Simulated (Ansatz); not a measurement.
The same path of BH4SSb (7 atoms, charge 0, multiplicity 1) was run twice with different band settings.

The calculation used RKS PBE-D4/def2-SVP (Ansatz).

Relaxed end points:

```xyz
7
Properties=species:S:1:pos:R:3
S -0.873 -1.404 -0.868
B -0.558 0.208 -0.190
Sb 0.833 0.433 1.571
H -1.842 -1.087 -1.781
H -1.155 1.181 -0.601
H 1.840 1.529 0.683
H 1.817 -0.928 1.142
```

```xyz
7
Properties=species:S:1:pos:R:3
S -0.506 -0.357 -1.771
B -0.620 0.021 -0.038
Sb 1.073 1.094 0.995
H -1.765 -0.849 -1.983
H -1.639 -0.206 0.579
H 2.310 0.400 0.001
H 1.209 -0.170 2.171
```

Common settings: spring 5.0 eV/Å²; optimiser quadratic models (default); start path through a guess of the saddle point; force threshold 0.05 eV/Å; iteration limit 60; end points relaxed.

| run | movable images | climbing image |
| --- | --- | --- |
| 1 | 5 | yes |
| 2 | 3 | no |

Q: What does each run give, and how far can it be trusted?

A: Run 1: converged after 22 iterations, highest image 0.116 eV above the first end. A vibrational analysis at the climbing image gives one clearly imaginary mode, 156i cm⁻¹: a first-order saddle point.
Run 2: converged after 24 iterations, highest image 0.116 eV above the first end. No image climbed, so the highest image needn't sit at the top of the path. So few images can step over the top or miss a turn of the path.
